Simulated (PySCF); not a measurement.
C₃H₅BO, SMILES OB1C=CC1. Heavy atoms are numbered as in [OH:1][B:2]1[CH:3]=[CH:4][CH2:5]1. Hydrogens are named by the atom that carries them.

Geometry: B3LYP-D3(BJ)/def2-SVP. This is a generated structure with no PubChem entry under its InChIKey; it may be hypothetical. The values are those of a single conformer.

Calculation: PySCF with PBE/pcSseg-1.

GIAO shieldings, no solvent; atoms alike by connectivity are averaged. δ = σ(ref) − σ: ¹⁷O against H2O (σ = 334.3 ppm); ¹¹B against BF3 (σ = 83.9 ppm); ¹³C against TMS (σ = 182.0 ppm); ¹H against TMS (σ = 31.49 ppm), references at their B3LYP-D3(BJ)/def2-TZVP geometries, non-relativistic.

```
atoms     nucleus  count     δ (ppm)
--------  -------  -----  ----------
O1 (OH)       ¹⁷O      1       179.9
B2            ¹¹B      1  (withheld)
C4 (CH)       ¹³C      1       177.7
C3 (CH)       ¹³C      1       149.2
C5 (CH2)      ¹³C      1        30.2
H on C4        ¹H      1  (withheld)
H on C3        ¹H      1  (withheld)
H on O1        ¹H      1        5.33
H on C5        ¹H      2  (withheld)
```

Question: Fill in the missing entries. (Estimate from the structure and the level; the computed values follow.)

Answer: 
- H on C3, δ (ppm): 6.57
- H on C4, δ (ppm): 8.68
- B2, δ (ppm): 31.7
- H on C5, δ (ppm): 1.93
